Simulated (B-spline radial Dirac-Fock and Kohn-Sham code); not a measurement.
## Dipole and non-dipole photoemission parameters of Ru⁺ 4p1/2

System: Ru⁺, configuration [Kr] 4d7; threshold 61.61 eV (orbital energy of the model). These are calculated numbers from a B-spline atomic structure program; the model is Dirac-Hartree-Slater photoionisation with a Latter tail; cross sections with all multipoles, angular parameters from the dipole term and its interference with E2.

| hν (eV) | σ (kb) | β | γ | δ |
| --- | --- | --- | --- | --- |
| 70.4 | 561 | 1.755 | -0.129 | 0.008 |
| 72 | 510 | 1.682 | -0.119 | 0.006 |
| 84.5 | 267 | 0.958 | 0.280 | -0.042 |
| 161 | 109 | 0.346 | -0.051 | 0.032 |
| 196 | 101 | 0.736 | 0.064 | 0.032 |
| 200 | 100 | 0.771 | 0.077 | 0.031 |
| 268 | 84.4 | 1.176 | 0.198 | 0.018 |
| 329 | 71.0 | 1.358 | 0.212 | 0.010 |
| 400 | 57.9 | 1.478 | 0.182 | 0.005 |
| 412 | 56.0 | 1.493 | 0.175 | 0.004 |
| 441 | 51.6 | 1.525 | 0.157 | 0.003 |
| 547 | 39.0 | 1.601 | 0.092 | 0.001 |
| 600 | 34.3 | 1.624 | 0.065 | 0.000 |
| 696 | 27.5 | 1.653 | 0.026 | 0.000 |
| 800 | 22.1 | 1.670 | -0.002 | -0.001 |
| 1230 | 10.6 | 1.679 | -0.011 | 0.000 |
| 1253.6 | 10.2 | 1.679 | -0.009 | 0.000 |
| 1260 | 10.1 | 1.678 | -0.008 | 0.000 |
| 1630 | 6.19 | 1.658 | 0.056 | 0.001 |
| 1720 | 5.56 | 1.652 | 0.075 | 0.002 |
| 2460 | 2.62 | 1.596 | 0.254 | 0.006 |
| 3390 | 1.26 | 1.526 | 0.478 | 0.014 |
| 5414.7 | ? | ? | ? | ? |
| 7880 | 0.145 | 1.268 | 1.234 | 0.070 |
| 9251.7 | 0.0922 | 1.209 | 1.387 | 0.089 |
| 9410 | 0.0879 | 1.203 | 1.403 | 0.091 |

Task: Give the values at Cr Kα (5414.7 eV).

Result: σ = 0.396 kb, β = 1.395, γ = 0.879, δ = 0.037.
